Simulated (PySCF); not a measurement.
Excitation energy of Si by level of theory

Si [Ne] 3s2 3p2 (3P) → Si [Ne] 3s2 3p1 4s1, s spin flipped, as a difference of total energies. Computed with PySCF 2.14 in x2c-QZVPPall with one added diffuse shell each of s, p, d, f type (10s7p5d3f1g, 86 functions), with scalar relativity by spin-free X2C-1e. Correlated levels: valence: [Ne] frozen; valence and next inner shell: 1s2 frozen. The calculations carry no spin-orbit coupling.

```json
{"method": "UHF", "excitation energy (eV)": "4.863"}
{"method": "PBE", "excitation energy (eV)": "4.991"}
{"method": "PBE0", "excitation energy (eV)": "5.062"}
{"method": "r2SCAN", "excitation energy (eV)": "5.231"}
{"method": "B97-3", "excitation energy (eV)": "4.986"}
{"method": "BP86", "excitation energy (eV)": "4.962"}
{"method": "M06-2X", "excitation energy (eV)": "4.593"}
{"method": "M06-L", "excitation energy (eV)": "5.119"}
{"method": "MP2 (valence)", "excitation energy (eV)": "5.093"}
{"method": "MP2 (valence and next inner shell)", "excitation energy (eV)": "5.067"}
{"method": "SCS-MP2 (valence and next inner shell)", "excitation energy (eV)": "4.997"}
```

**Question.** Estimate what LDA gives.

**Answer.** 4.998 eV, closest to SCS-MP2 (valence and next inner shell) among the rows shown.

**Question.** Estimate what SCS-MP2 (valence) gives.

**Answer.** 5.017 eV, closest to SCS-MP2 (valence and next inner shell) among the rows shown.

The upper determinant mixes two multiplicities, so it lies between the two terms.

The promoted electron is Rydberg-like, and one or two diffuse shells describe it only roughly, which tends to raise the upper state.
